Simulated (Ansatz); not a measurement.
`Br/C=C/I` + H₂ → `C=CBr` + HI at 500 K and 1 bar (hydrogenolysis of a C–I bond).

Program: Ansatz. Geometries: PBE0-D4/def2-TZVP. ΔE: electronic, gas phase. CCSD(T)/CBS adds triple-zeta CCSD(T) − MP2 to the extrapolated MP2 energy (def2 sets, frozen cores). This one scheme is used for every species. def2 core potentials past Kr. For Br, I outer-core shells are correlated without core-valence functions, which leaves a few kJ/mol of doubt a bond. Scalar relativity is left out up to krypton.

```json
{"species": "`Br/C=C/I`", "CCSD(T)/CBS energy (Eh)": "-2948.03464", "H − E (kJ/mol)": "116.7", "S (J/(mol·K))": "368.4"}
{"species": "H₂", "CCSD(T)/CBS energy (Eh)": "-1.17544", "H − E (kJ/mol)": "41.0", "S (J/(mol·K))": "145.5"}
{"species": "`C=CBr`", "CCSD(T)/CBS energy (Eh)": "-2651.19815", "H − E (kJ/mol)": "136.0", "S (J/(mol·K))": "308.1"}
{"species": "HI", "CCSD(T)/CBS energy (Eh)": "-298.03592", "H − E (kJ/mol)": "28.6", "S (J/(mol·K))": "221.6"}
```

H − E and S are ideal-gas, rigid-rotor, harmonic terms from PBE0-D4/def2-TZVP. The MP2-based limit puts H₂ 0.8 mEh under its directly extrapolated value; such offsets cancel only in part. 1 Eh = 2625.50 kJ/mol, R = 8.31446 J/(mol·K).

**Question.** By hand: ΔE, ΔH, ΔS and ΔG.

**Answer.** ΔE = (-2651.19815) + (-298.03592) − (-2948.03464) − (-1.17544) = -0.02399 Eh = -63.0 kJ/mol. Δ(H − E) = 136.0 + 28.6 − 116.7 − 41.0 = 6.9, so ΔH = -56.1 kJ/mol. ΔS = 308.1 + 221.6 − 368.4 − 145.5 = 15.8 J/(mol·K). ΔG = -56.1 − 500 × (15.8)/1000 = -64.0 kJ/mol.

**Question.** By hand: the equilibrium constant, and the temperature at which ΔG would vanish if ΔH and ΔS stayed fixed.

**Answer.** log₁₀ K = −ΔG/(RT ln 10) = 6.7. ΔH and −TΔS have one sign here, so there is no such temperature.

ΔH outweighs TΔS. A doubt of 5 kJ/mol in ΔE shifts log₁₀ K by 0.5 here. These are equilibria of isolated gas molecules and say nothing of rates. Largest T1 diagnostic: 0.009 (customary marks: 0.02 for closed shells, 0.045 for open ones).
